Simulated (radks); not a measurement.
Polarisabilities and homonuclear dispersion coefficients (atomic units). Calculated with a radial shooting solver on a logarithmic mesh with Libxc functionals: non-relativistic Kohn-Sham, LDA (Slater exchange, Perdew-Wang correlation), spin-polarised, spherical densities, point nucleus. Response by self-consistent Sternheimer equations with the Hartree and adiabatic LDA kernel. "Uncoupled" leaves out the induced potential. Quadrupole and octupole values are given only where no p, d or f shell is open. The Sternheimer factor gamma scales a distant field gradient at the nucleus by 1 - gamma.

species,configuration,alpha1 (bohr^3),"alpha1, uncoupled",alpha2 (bohr^5),alpha3 (bohr^7),C6,C8,Sternheimer gamma,recommended alpha1
Be,[He] 2s2,43.80,80.58,370.0,5897,263.9,13560,0.855,37.74 +/- 0.03
B+,[He] 2s2,10.78,20.29,29.94,185.2,29.18,550.1,0.585,-
C2+,[He] 2s2,4.257,8.030,5.483,18.28,6.518,61.70,0.449,-
N3+,[He] 2s2,2.108,3.973,1.495,3.128,2.065,11.44,0.365,-
O4+,[He] 2s2,1.196,2.250,0.5186,0.7459,0.8098,2.883,0.308,-
F5+,[He] 2s2,0.7435,1.395,0.2120,0.2226,0.3674,0.8963,0.267,-
Ne6+,[He] 2s2,0.4934,0.9244,0.09756,0.07810,0.1854,0.3247,0.235,-
Mg8+,[He] 2s2,0.2495,0.4660,0.02660,0.01356,0.05912,0.05902,0.190,-

Recommended values: Schwerdtfeger and Nagle, table of static dipole polarisabilities (2023 update), measured or computed.
